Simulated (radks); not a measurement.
Values are calculated unless marked as measured or tabulated.
Charge is removed step by step from the 2s level of neutral carbon, starting from [He] 2s2 2p2. Code: a radial shooting solver on a logarithmic mesh with Libxc functionals. Model: scalar-relativistic Kohn-Sham, BLYP, spin-unpolarised, spherical densities, finite nucleus; Fermi nuclear charge, rms radius 2.4702 fm.

removed (e)  E - E(0) (eV)  eigenvalue (eV)  E minus straight line (eV)
0                    0.000          -13.611                       0.000
0.25                 3.749          -16.414                      -1.119
0.5                  8.220          -19.380                      -1.517
0.75                13.451          -22.486                      -1.155
1                   19.474          -25.718                       0.000

Removing the whole electron costs 19.474 eV by Delta-SCF, against 13.611 eV from minus the eigenvalue at the starting occupation. Slater's transition state (half an electron removed) gives 19.380 eV. Integrating minus the eigenvalue over the occupation (Janak's theorem) gives 19.474 eV. In this scalar-relativistic scheme the density is built from large components alone, so the theorem holds only approximately. The mean slope of the eigenvalue, de/dn, is 12.1 eV per electron.
